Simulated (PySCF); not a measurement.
This PySCF input asks for the NMR shieldings of `C1C(B(BN)Cl)CC1`, C₄H₁₀B₂ClN; the geometry comes from GFN2-xTB.

```python
import basis_set_exchange as bse
import numpy as np
from pyscf import gto, dft
from pyscf.prop import nmr

atoms = """
N     3.027102    0.388473   -0.477998
B     2.268021   -0.563976    0.177511
B     0.815739   -1.147635   -0.410791
Cl    0.739543   -2.483804   -1.500731
C    -0.593438   -0.571494    0.041703
C    -1.772818   -0.506634   -0.959726
C    -2.118295    0.894261   -0.438209
C    -0.776024    0.942248    0.304663
H     2.781695    0.786614   -1.369495
H     3.896776    0.755420   -0.126897
H     2.703544   -0.935303    1.209997
H    -0.908181   -1.129583    0.930950
H    -1.438556   -0.502505   -1.996057
H    -2.542468   -1.267383   -0.845982
H    -2.275471    1.661902   -1.193942
H    -2.971345    0.889883    0.238052
H    -0.030775    1.547879   -0.207625
H    -0.813809    1.247956    1.348161
"""
names = dict.fromkeys(["N", "B", "Cl", "C", "H"], "pcSseg-1")
basis = {el: gto.basis.parse(bse.get_basis(n, elements=[el], fmt="nwchem")) for el, n in names.items()}
mol = gto.M(atom=atoms, basis=basis, charge=0, verbose=0)
mf = dft.RKS(mol, xc="PBE0")
mf.grids.level = 2
mf.grids.alignment = dft.numint.BLKSIZE   # the property module wants whole blocks of grid points
mf.conv_tol = 1e-9
mf.kernel()

calc = nmr.RKS(mf)   # GIAO
C = mf.mo_coeff
Co = C[:, mf.mo_occ > 0]
resp = mf.gen_response(singlet=True, hermi=2)
def vind(x):   # induced exchange potential for any number of trial vectors
    d = np.einsum("pi,xij,qj->xpq", C, 2 * x.reshape(-1, C.shape[1], Co.shape[1]), Co, optimize=True)
    return np.einsum("xpq,pi,qj->xij", resp(d - d.transpose(0, 2, 1)), C, Co, optimize=True).ravel()
mo1, _ = nmr.rhf.solve_mo1(calc, with_cphf=vind)
sigma = calc.kernel(mo1)
for i, s in enumerate(sigma):   # ppm
    print("%2d %-2s %9.2f" % (i, mol.atom_pure_symbol(i), np.trace(s) / 3))
```

Task: Give the expected output.

Result: 
```
 0 N     144.59
 1 B      56.59
 2 B      10.36
 3 Cl    654.14
 4 C     147.17
 5 C     159.78
 6 C     166.86
 7 C     161.20
 8 H      27.52
 9 H      26.92
10 H      26.21
11 H      29.37
12 H      29.59
13 H      29.38
14 H      29.97
15 H      29.60
16 H      29.54
17 H      29.49
```

These numbers come from an equivalent density-fitted implementation of the same equations, which agrees with the script to about 0.01 ppm for H and up to a few tenths of a ppm for heavy atoms, so last digits may differ.

Size and cost of the density-fitted run: 193 basis functions, 62 s wall time on 1 thread of an Arm Neoverse N1, shared host; peak memory 0.9 GiB.
